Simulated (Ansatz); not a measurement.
Geometry optimisation, RKS B3LYP-D4/def2-SVP (Ansatz 0.2.0).

The input (input.yaml):

```yaml
crystal:
  periodic: [false, false, false]
  atoms:
    - { symbol: In, position_ang: [0.0, 0.0, 0.0] }
    - { symbol: O, position_ang: [0.0, 0.0, 2.34] }
    - { symbol: H, position_ang: [-0.9095, -0.2814, 2.6771] }
    - { symbol: Cl, position_ang: [2.113, 0.0, -1.22] }
    - { symbol: O, position_ang: [-1.7233, 0.0, -0.995] }
    - { symbol: H, position_ang: [-2.233, -0.8467, -0.7865] }
    - { symbol: Si, position_ang: [0.6036, 2.6169, 0.8924] }
    - { symbol: H, position_ang: [1.6973, 2.5624, 1.8579] }
    - { symbol: H, position_ang: [1.0007, 3.4405, -0.2459] }
    - { symbol: H, position_ang: [-0.5755, 3.1998, 1.526] }
    - { symbol: H, position_ang: [0.3006, 1.3033, 2.1291] }
basis:
  gaussian: { orbitals: def2-SVP }
hamiltonian:
  xc: b3lyp
  dispersion: d4
relax:
  f_tol: 0.15
  max_steps: 25
  restrain:
    - { distance: [0, 6], at: 3.73, k: 30.0 }
    - { distance: [10, 1], at: 2.21, k: 30.0 }
    - { distance: [0, 1], at: 1.99, k: 30.0 }
    - { distance: [10, 6], at: 1.46, k: 30.0 }
```

Command:

```bash
$ ansatz run input.yaml --threads 4 --pin off --max-ram 5120MiB --backend cpu --events-out ev --progress --plain --runs-dir out
```

Question: Where does it end, and by what steps?

Answer: The run converged. The restraints hold the end off the free minimum; the threshold counts their pulls, which the force column leaves out. Restrained pairs: In1–Si7 (2.83 → 3.73 Å), O2–H11 (1.35 → 2.22 Å), In1–O2 (2.34 → 2.00 Å), Si7–H11 (1.83 → 1.48 Å). After 11 steps the energy has fallen by 2.146 eV (the restraints' own energy left out); H10 moved furthest, 0.86 Å.

```
step  energy less start (eV)  largest force component (eV/Å)  accepted
   0                  0.0000                           3.585       yes
   1                  0.6791                           1.949       yes
   2                  0.5023                           2.063       yes
   3                 -0.6546                           1.535       yes
   4                 -1.5764                           1.002       yes
   5                 -2.0133                           0.497       yes
   6                 -2.0852                           0.522       yes
   7                 -2.1116                           0.401       yes
   8                 -2.1334                           0.452       yes
   9                 -2.0512                           2.073        no
  10                 -2.1371                           0.467       yes
  11                 -2.1462                           0.472       yes
```

```xyz
11
Properties=species:S:1:pos:R:3
In -0.057 -0.430 0.043
O -0.078 -0.531 2.037
H -0.963 -0.696 2.400
Cl 2.038 -0.142 -0.958
O -1.637 -0.518 -1.180
H -2.463 -0.698 -0.704
Si 0.691 3.001 1.304
H 2.016 3.236 1.943
H 0.795 3.192 -0.171
H -0.319 3.956 1.849
H 0.251 1.625 1.612
```

Time of the run: 32 s on 4 threads of Arm Neoverse V1, with other jobs on the host, peak memory 0.32 GiB.
